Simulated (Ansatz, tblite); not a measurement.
Cost and result up the ladder for BEt2(CN) (C₅H₁₀BN) (17 atoms). Total charge 0; singlet. Geometry: PBE-D4/def2-SVP.

Cartesian coordinates in Å:
```
B -0.013 -0.106 -0.026
C 1.207 0.323 0.865
C 1.913 -0.732 1.723
H 0.946 1.233 1.450
H 1.915 0.715 0.085
H 2.825 -0.332 2.208
H 1.247 -1.104 2.529
H 2.210 -1.614 1.120
C -1.120 0.905 -0.492
C -1.909 0.610 -1.773
H -0.719 1.943 -0.478
H -1.813 0.885 0.392
H -2.743 1.325 -1.923
H -1.256 0.673 -2.667
H -2.338 -0.412 -1.759
C -0.131 -1.593 -0.463
N -0.220 -2.719 -0.791
```

Ansatz on 4 threads of Intel Xeon on a shared host; xTB runs through tblite on one thread. Times are rough, summed over both states, and most runs start from the orbitals of an earlier one. PBE0-D4/def2-TZVP serves as the yardstick here, not as an exact answer. Differences are given only for rows in sets of like size (and for xTB, whose basis is part of the method), since another set adds its own error. The other state is a doublet.

The xTB rows come from tblite. LC-ωPBE has ω = 0.4 bohr⁻¹. Correlated methods freeze 7 core orbitals. The rows differ in basis, and correlated rows in double-zeta sets carry the largest basis error.

Run but left out: MP2/def2-SVP (charge +1 doublet: ⟨S²⟩ 1.01, where a pure state has 0.75).

Correlated methods converge slowly with the basis, most of all in double-zeta sets.

Raw xTB energies of ions are shifted by several eV.

| level | functions | wall time |
| --- | --- | --- |
| GFN2-xTB | 38 | 0.031 s |
| GFN1-xTB | 48 | 0.045 s |
| PBE-D4/def2-TZVP | 277 | 11 s |
| PBE0-D4/def2-TZVP | 277 | 20 s |
| LC-ωPBE/def2-TZVP (with forces) | 277 | 26 s |
| CCSD(T)/def2-SVP | 148 | 3.5 min |

(1) Estimate what each level gives for the vertical IE (eV).

Results:

(1) 
```json
{"level": "GFN2-xTB", "vertical IE (eV)": "13.77", "difference from PBE0-D4/def2-TZVP (eV)": "3.19", "remarks": "–"}
{"level": "GFN1-xTB", "vertical IE (eV)": "15.03", "difference from PBE0-D4/def2-TZVP (eV)": "4.46", "remarks": "–"}
{"level": "PBE-D4/def2-TZVP", "vertical IE (eV)": "10.09", "difference from PBE0-D4/def2-TZVP (eV)": "-0.49", "remarks": "–"}
{"level": "PBE0-D4/def2-TZVP", "vertical IE (eV)": "10.58", "difference from PBE0-D4/def2-TZVP (eV)": "0.00", "remarks": "–"}
{"level": "LC-ωPBE/def2-TZVP (with forces)", "vertical IE (eV)": "11.17", "difference from PBE0-D4/def2-TZVP (eV)": "0.60", "remarks": "–"}
{"level": "CCSD(T)/def2-SVP", "vertical IE (eV)": "10.95", "difference from PBE0-D4/def2-TZVP (eV)": "–", "remarks": "spin-contaminated (⟨S²⟩ 1.01) (+1 doublet)"}
```
